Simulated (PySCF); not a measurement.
WCl3, SMILES [Cl][W]([Cl])[Cl] (connectivity only; charge and spin as stated), neutral, multiplicity 4.

Coordinates come from a B3LYP-D3(BJ)/def2-SVP optimisation. The spin state was assumed, not searched. The def2 effective core potentials stand for the cores of W; spin–orbit coupling is left out.

Level of theory: TDA-LC-ωPBE/def2-SVPD (PySCF).

Vertical excitations; the highest root listed may be one member of a degenerate set. Isolated molecule, no solvent.

Computed UV-visible absorptions:
```json
[
 {"state": "root 1", "energy (eV)": "1.29", "λ (nm)": "961", "f": "0.000", "main pairs": "α HOMO−1→LUMO 48 %, α HOMO→LUMO+1 48 %"},
 {"state": "root 2", "energy (eV)": "1.32", "λ (nm)": "938", "f": "0.001", "main pairs": "α HOMO→LUMO 47 %, α HOMO−1→LUMO+1 47 %"},
 {"state": "root 3", "energy (eV)": "1.62", "λ (nm)": "764", "f": "0.000", "main pairs": "α HOMO→LUMO+1, α HOMO−1→LUMO (degenerate set)"},
 {"state": "root 4", "energy (eV)": "1.62", "λ (nm)": "764", "f": "0.000", "main pairs": "α HOMO−1→LUMO+1, α HOMO→LUMO (degenerate set)"},
 {"state": "root 5", "energy (eV)": "2.13", "λ (nm)": "582", "f": "0.001", "main pairs": "α HOMO−2→LUMO (degenerate set)"},
 {"state": "root 6", "energy (eV)": "2.13", "λ (nm)": "582", "f": "0.001", "main pairs": "α HOMO−2→LUMO+1 (degenerate set)"},
 {"state": "root 7", "energy (eV)": "5.39", "λ (nm)": "230", "f": "0.008", "main pairs": "α HOMO→LUMO+2 (degenerate set)"},
 {"state": "root 8", "energy (eV)": "5.39", "λ (nm)": "230", "f": "0.008", "main pairs": "α HOMO−1→LUMO+2 (degenerate set)"},
 {"state": "root 9", "energy (eV)": "5.50", "λ (nm)": "226", "f": "0.000", "main pairs": "α HOMO−1→LUMO+3, α HOMO−1→LUMO+6 (degenerate set)"},
 {"state": "root 10", "energy (eV)": "5.50", "λ (nm)": "226", "f": "0.000", "main pairs": "α HOMO→LUMO+3, α HOMO→LUMO+6 (degenerate set)"}
]
```
Unrestricted roots are not spin-pure.
